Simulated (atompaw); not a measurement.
## Scattering properties, PAW (atompaw) potential for ruthenium

- Element: ruthenium (Ru)
- Generator: atompaw 4.2.0.5
- Type: PAW
- Functional: PBE
- Relativity: scalar-relativistic
- Frozen core: [Ar] 3d10 4s2
- Valence charge: 14
- Reference configuration: 4p6 4d7 5s1 5p0
- Partial waves: 5s (bound): rc 2.40 bohr; 5s channel at 3.6 Ry: rc 2.40 bohr; 4p (bound): rc 1.50 bohr; 5p (bound, empty): rc 2.40 bohr; 4d (bound): rc 1.35 bohr; 4d channel at 2.5 Ry: rc 2.40 bohr
- Local potential: bessel scheme, radius 1.75 bohr
- Core correction: smooth core density matched at 1.70 bohr
- Augmentation charge: sinc compensation charge, radius 1.80 bohr; PAW radius 2.40 bohr; waves and projectors: custom polynom2 7 10 vanderbiltortho

The phase is arctan(r·u′/u) with u = r·R(r), unwrapped; energies in Ry, scanned from -5 to 5 Ry. A pole is an energy at which the radial function vanishes at the test radius. The pseudo phase is shifted by a multiple of π to meet the all-electron one at the reference energy, and phase errors are pseudo minus all-electron; the curves can meet again beyond the range given. Levels narrower than the energy grid can be missing from the lists of poles.

```json
{"channel": "s", "radius (bohr)": "2.42", "reference energy (Ry)": "-0.31", "poles, all-electron": "3.18", "poles, pseudo": "2.58, 3.19", "unbroken range about the reference energy with phases within 0.05 rad": "below 2.6", "phase error 1 Ry above the reference energy (rad)": "-0.005"}
{"channel": "p", "radius (bohr)": "2.42", "reference energy (Ry)": "-0.07", "poles, all-electron": "-3.31, 4.59", "poles, pseudo": "-3.31, 4.44", "unbroken range about the reference energy with phases within 0.05 rad": "the whole range", "phase error 1 Ry above the reference energy (rad)": "-0.007"}
{"channel": "d", "radius (bohr)": "2.42", "reference energy (Ry)": "-0.38", "poles, all-electron": "0.14", "poles, pseudo": "0.13", "unbroken range about the reference energy with phases within 0.05 rad": "the whole range", "phase error 1 Ry above the reference energy (rad)": "-0.001"}
```

Phases in the d channel:

| E (Ry) | all-electron | pseudo |
| --- | --- | --- |
| -5.00 | 1.384 | 1.383 |
| -4.76 | 1.379 | 1.378 |
| -4.52 | 1.374 | 1.373 |
| -4.28 | 1.369 | 1.367 |
| -4.04 | 1.362 | 1.360 |
| -3.80 | 1.355 | 1.353 |
| -3.56 | 1.347 | 1.345 |
| -3.32 | 1.338 | 1.336 |
| -3.08 | 1.328 | 1.326 |
| -2.84 | 1.316 | 1.314 |
| -2.60 | 1.302 | 1.300 |
| -2.36 | 1.286 | 1.284 |
| -2.12 | 1.265 | 1.263 |
| -1.88 | 1.238 | 1.236 |
| -1.64 | 1.201 | 1.199 |
| -1.40 | 1.147 | 1.145 |
| -1.16 | 1.057 | 1.054 |
| -0.92 | 0.873 | 0.869 |
| -0.68 | 0.348 | 0.345 |
| -0.44 | -0.794 | -0.794 |
| -0.20 | -1.333 | -1.333 |
| 0.04 | -1.525 | -1.526 |
| 0.28 | -1.624 | -1.625 |
| 0.52 | -1.689 | -1.690 |
| 0.76 | -1.740 | -1.742 |
| 1.00 | -1.786 | -1.787 |
| 1.24 | -1.832 | -1.833 |
| 1.48 | -1.881 | -1.883 |
| 1.72 | -1.940 | -1.940 |
| 1.96 | -2.013 | -2.013 |
| 2.20 | -2.111 | -2.111 |
| 2.44 | -2.253 | -2.253 |
| 2.68 | -2.470 | -2.470 |
| 2.92 | -2.806 | -2.808 |
| 3.16 | -3.258 | -3.265 |
| 3.40 | -3.690 | -3.701 |
| 3.64 | -3.994 | -4.005 |
| 3.88 | -4.187 | -4.198 |
| 4.12 | -4.313 | -4.323 |
| 4.36 | -4.400 | -4.410 |
| 4.60 | -4.463 | -4.473 |
| 4.84 | -4.511 | -4.521 |
